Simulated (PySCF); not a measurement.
**Cd2: frontier orbitals**

PBE0 at R = 3.599 Å; Cd cc-pVDZ-PP with ECP28; scalar-relativistic core potentials (PySCF 2.14). State: triplet, unpaired electrons σ ↑, π ↑, a second solution, started from another occupation. Only the outer orbitals are listed.

```
spin  orbital  occ.  ε (eV)  main shells (%)
   α       σg     1   -8.08             99 s
   α       σu     1   -6.93            100 s
   α       πu     1   -2.93            100 p
   α       σg     0   -1.93             99 p
   α       πu     0   -1.66            100 p
   α       πg     0   -1.07            100 p
   β       σg     1   -7.02             95 s
   β       σu     0   -4.73             98 s
   β       σg     0   -1.27             95 p
   β       πu     0   -1.17            100 p
```

Task: Which are the highest filled and the lowest empty level, where do they sit, and how wide is the gap?

Result: Highest filled α πu at -2.93 eV (in %: 100 p); lowest empty β σu at -4.73 eV (in %: 98 s); the gap at PBE0 is -1.80 eV.

```
bond order (Mayer) : 1.01
⟨S²⟩               : 2.012
```

Spin–orbit coupling is left out. Counting both spins, an empty level lies below a filled one in this solution, because spin and occupation are held.
